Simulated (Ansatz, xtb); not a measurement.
## Two isomers of C8H6O

Structure I: `C#Cc1ccccc1O`, a singlet. Structure II: `C#CC1=CC(=O)CC=C1`, a singlet. Both are isolated molecules in the gas phase, relaxed with r2SCAN-D4/def2-SVP; the shapes shown needn't be the lowest conformers.

I (Å):

```xyz
15

C    -0.7205    2.6705   -2.0544
C    -0.3112    1.5547   -1.7764
C     0.2563    0.2951   -1.4341
C    -0.4818   -0.9060   -1.4548
C     0.1204   -2.1129   -1.1110
C     1.4730   -2.1315   -0.7412
C     2.2229   -0.9571   -0.7133
C     1.6259    0.2622   -1.0576
O     2.3714    1.3810   -1.0226
H    -1.1158    3.6375   -2.3060
H    -1.5344   -0.8671   -1.7461
H    -0.4597   -3.0388   -1.1299
H     1.9510   -3.0774   -0.4701
H     3.2776   -0.9558   -0.4274
H     1.8069    2.1285   -1.2876
```

II (Å):

```json
{"atom": "C", "x (Å)": "-1.8355", "y (Å)": "2.2729", "z (Å)": "-0.8059"}
{"atom": "C", "x (Å)": "-0.9717", "y (Å)": "1.4224", "z (Å)": "-0.9264"}
{"atom": "C", "x (Å)": "0.0486", "y (Å)": "0.4434", "z (Å)": "-1.0951"}
{"atom": "C", "x (Å)": "0.1907", "y (Å)": "-0.5870", "z (Å)": "-0.1988"}
{"atom": "C", "x (Å)": "1.2304", "y (Å)": "-1.6044", "z (Å)": "-0.3513"}
{"atom": "C", "x (Å)": "2.1599", "y (Å)": "-1.4732", "z (Å)": "-1.5554"}
{"atom": "C", "x (Å)": "1.9241", "y (Å)": "-0.3215", "z (Å)": "-2.4699"}
{"atom": "C", "x (Å)": "0.9385", "y (Å)": "0.5721", "z (Å)": "-2.2537"}
{"atom": "O", "x (Å)": "1.3618", "y (Å)": "-2.5248", "z (Å)": "0.4421"}
{"atom": "H", "x (Å)": "-2.6022", "y (Å)": "3.0166", "z (Å)": "-0.6874"}
{"atom": "H", "x (Å)": "-0.4722", "y (Å)": "-0.6835", "z (Å)": "0.6645"}
{"atom": "H", "x (Å)": "2.1123", "y (Å)": "-2.4270", "z (Å)": "-2.1153"}
{"atom": "H", "x (Å)": "3.1979", "y (Å)": "-1.4540", "z (Å)": "-1.1708"}
{"atom": "H", "x (Å)": "2.5806", "y (Å)": "-0.2114", "z (Å)": "-3.3402"}
{"atom": "H", "x (Å)": "0.7746", "y (Å)": "1.4135", "z (Å)": "-2.9312"}
```

Quicker runs give these differences E(II) − E(I): GFN2-xTB +0.876 eV; HF/STO-3G +1.099 eV (at GFN2-xTB geometries); r2SCAN-D4/def2-SVP//GFN2-xTB +1.014 eV.

Question: Estimate E(II) − E(I) at the level CCSD(T)/def2-SVP + ΔMP2/def2-TZVPP.

Answer: Calculated at CCSD(T)/def2-SVP + ΔMP2/def2-TZVPP: E(II) − E(I) = +0.951 eV, so structure I lies lower.

Level by level:

| level | geometry | E(II) − E(I) (eV) | departure from the last row (eV) | job, with rough time for the two |
| --- | --- | --- | --- | --- |
| GFN2-xTB | GFN2-xTB | +0.876 | −0.074 | optimisation, 0.15 s |
| HF/STO-3G | GFN2-xTB | +1.099 | +0.148 | single point, 0.48 s |
| r2SCAN-D4/def2-SVP//GFN2-xTB | GFN2-xTB | +1.014 | +0.064 | single point, 4.3 s |
| r2SCAN-D4/def2-SVP | r2SCAN-D4/def2-SVP | +1.022 | +0.071 | optimisation, 39 s |
| HF/def2-SVP | r2SCAN-D4/def2-SVP | +0.904 | −0.047 | part of the CCSD(T) run |
| MP2/def2-SVP | r2SCAN-D4/def2-SVP | +1.042 | +0.091 | part of the CCSD(T) run |
| CCSD(T)/def2-SVP | r2SCAN-D4/def2-SVP | +0.831 | −0.120 | single point |
| CCSD(T)/def2-SVP + ΔMP2/def2-TZVPP | r2SCAN-D4/def2-SVP | +0.951 |  | single point, 2.2 min |

As drawn, II has 4 C–C, 2 C=C, 1 C=O, 1 C–H in place of 6 C∷C, 1 C–O, 1 O–H (∷ is an aromatic bond). Structure I has a 6-membered ring (with an aromatic ring), II a 6-membered ring.

None of the levels shown reverses the order. The largest departure from CCSD(T)/def2-SVP + ΔMP2/def2-TZVPP is that of HF/STO-3G, 0.148 eV. The last row adds to CCSD(T) the change of the MP2 difference between the two basis sets, here +0.120 eV.

With thermal terms from frequencies at re-optimised GFN2-xTB minima (ideal gas, soft modes damped towards free rotors, one conformer each, 298.15 K, 1 atm): the zero-point term adds −0.032 eV; ΔH is +0.928 and ΔG +0.892 eV.

The correlated steps freeze 9 core orbitals. Codes used: Ansatz 0.2.0, xtb 6.7.1; the last row on 4 threads of Arm Neoverse V1 on a shared host.
